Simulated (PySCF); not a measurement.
Relaxation of doublet RhO2

Level of theory: UPBE0 in PySCF with Rh def2-TZVP with ECP28, O def2-TZVP; scalar-relativistic core potentials, no spin–orbit coupling; density-fitted integrals. A (50,194) grid was used.

A hand-made bent start, of C2v symmetry, held to at least that symmetry:

```xyz
3
charge 0 multiplicity 2, angstrom
Rh    0.0000    0.0000   -0.2272
O     1.3680    0.0000    0.7307
O    -1.3680    0.0000    0.7307
```

What forces act on the atoms at the start (eV/Å)?


```json
{"atom": "Rh1", "Fx": "0.40", "Fy": "0.00", "Fz": "-0.09"}
{"atom": "O2", "Fx": "1.66", "Fy": "0.00", "Fz": "-0.09"}
{"atom": "O3", "Fx": "-2.05", "Fy": "0.00", "Fz": "0.18"}
```

What does it relax to?

It ends at C2v with Rh–O 1.661 Å (×2); O–Rh–O 154.5°. A frequency run shows a minimum. Other isomers or separated fragments may lie lower.

How much energy is released, and in how many steps?

67.6 kJ/mol in 8 steps.

Other spin states or occupations of the open shell can lie lower.

The relaxation took about 2.3 core-minutes on a shared host.
